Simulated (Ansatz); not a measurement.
`F[B-]1(Cl)OC=CC=[O+]1`, relaxed with RKS PBE0-D4/def2-TZVP in Ansatz from a PBE-D4/def2-SVP geometry. The force threshold is 0.005 eV/Å; the program also tests the step.

Total charge 0; spin multiplicity 1.

Start:

```xyz
11

F    -0.719   -1.620    1.976
B    -0.481   -1.260    0.690
Cl   -0.792   -2.553   -0.572
O    -1.368   -0.060    0.352
C    -0.918    0.950   -0.308
C     0.431    1.123   -0.637
C     1.338    0.203   -0.099
O     0.985   -0.839    0.569
H    -1.680    1.708   -0.577
H     0.773    2.001   -1.197
H     2.432    0.347   -0.197
```

```json
{"step": "1", "energy (eV)": "-23162.8370", "largest force (eV/Å)": "0.763", "largest move (Å)": "0.000"}
{"step": "2", "energy (eV)": "-23162.8925", "largest force (eV/Å)": "0.247", "largest move (Å)": "0.025"}
{"step": "3", "energy (eV)": "-23162.8985", "largest force (eV/Å)": "0.072", "largest move (Å)": "0.015"}
{"step": "4", "energy (eV)": "-23162.8988", "largest force (eV/Å)": "0.038", "largest move (Å)": "0.005"}
{"step": "5", "energy (eV)": "-23162.8992", "largest force (eV/Å)": "0.020", "largest move (Å)": "0.008"}
{"step": "6", "energy (eV)": "-23162.8996", "largest force (eV/Å)": "0.033", "largest move (Å)": "0.016"}
{"step": "7", "energy (eV)": "-23162.8999", "largest force (eV/Å)": "0.037", "largest move (Å)": "0.018"}
{"step": "8", "energy (eV)": "-23162.9000", "largest force (eV/Å)": "0.022", "largest move (Å)": "0.016"}
{"step": "9", "energy (eV)": "-23162.9001", "largest force (eV/Å)": "0.007", "largest move (Å)": "0.003"}
{"step": "10 (rejected)", "energy (eV)": "-23162.9001", "largest force (eV/Å)": "0.018", "largest move (Å)": "0.001"}
{"step": "11", "energy (eV)": "-23162.9001", "largest force (eV/Å)": "0.005", "largest move (Å)": "0.001"}
{"step": "12", "energy (eV)": "-23162.9001", "largest force (eV/Å)": "0.001", "largest move (Å)": "0.001"}
```

End:

```xyz
11

F    -0.728   -1.654    1.944
B    -0.472   -1.232    0.693
Cl   -0.765   -2.481   -0.614
O    -1.343   -0.034    0.395
C    -0.906    0.940   -0.297
C     0.421    1.087   -0.660
C     1.320    0.203   -0.091
O     0.973   -0.801    0.609
H    -1.651    1.691   -0.556
H     0.754    1.931   -1.242
H     2.395    0.351   -0.182
```

It took 99 s on 4 threads of an Arm Neoverse V2 on a shared host, with 0.96 GiB of host memory at the peak.
